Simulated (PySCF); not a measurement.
Computed with B3LYP-D3(BJ)/def2-TZVP // BP86-D3(BJ)/def2-SVP (PySCF). All species are isolated molecules in the gas phase. B3LYP has the VWN-RPA correlation part, as in Gaussian. 

Reference species: [Ti(Cl)3(Br)] (neutral, multiplicity 1).

```
Property                                  Result
----------------------------------------  ------
charge on the central atom (meta-Löwdin)  1.13 e
coordination number                            4
```

Changed species: [Ti(Br)4] (4 of 4 Cl replaced by Br; the reference has 1 of 4 Cl replaced by Br).

Predict the effect on the charge on the central atom (meta-Löwdin) and coordination number.

the charge on the central atom (meta-Löwdin) decreases by 0.05 e, to 1.08 e; the coordination number hardly moves.
